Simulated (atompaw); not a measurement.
u(r) = r·R(r): atom against pseudo-atom (Fe (Z = 26))

Columns: radius, all-electron u(r) and pseudo u(r) of the 3d shell (level -7.50 eV) of iron in the configuration [Ar] 3d6 4s2 4p0; PBE, scalar-relativistic, PAW (atompaw) scheme, atompaw 4.2.0.5.

```
r (bohr)  all-electron  pseudo
   0.085        0.0477  0.0011
   0.169        0.2075  0.0085
   0.254        0.4114  0.0279
   0.338        0.5960  0.0623
   0.423        0.7408  0.1141
   0.508        0.8398  0.1818
   0.592        0.8966  0.2608
   0.677        0.9203  0.3476
   0.762        0.9186  0.4347
   0.846        0.8997  0.5144
   0.931        0.8691  0.5826
   1.015        0.8320  0.6330
   1.100        0.7906  0.6643
   1.185        0.7475  0.6757
   1.269        0.7048  0.6691
   1.354        0.6623  0.6481
   1.438        0.6218  0.6178
   1.523        0.5825  0.5820
   1.608        0.5453  0.5453
   1.692        0.5105  0.5105
   1.777        0.4775  0.4775
   1.862        0.4465  0.4465
   1.946        0.4179  0.4179
   2.031        0.3908  0.3908
   2.115        0.3658  0.3658
   2.200        0.3422  0.3422
```

Q: How many radial nodes do the two functions have?

A: The all-electron 3d function has n − l − 1 = 0; the pseudo-wave has 0.

Q: At about which radius was the pseudo-wave matched?

A: 1.70 bohr. The columns agree to 0.0005 from 1.61 bohr on; several derivatives are matched, so the curves merge somewhat inside the radius.

Q: Is the pseudo-wave norm-conserving?

A: No, it belongs to a PAW set: the norm inside the radius is not constrained, and the difference is carried by the augmentation charge.
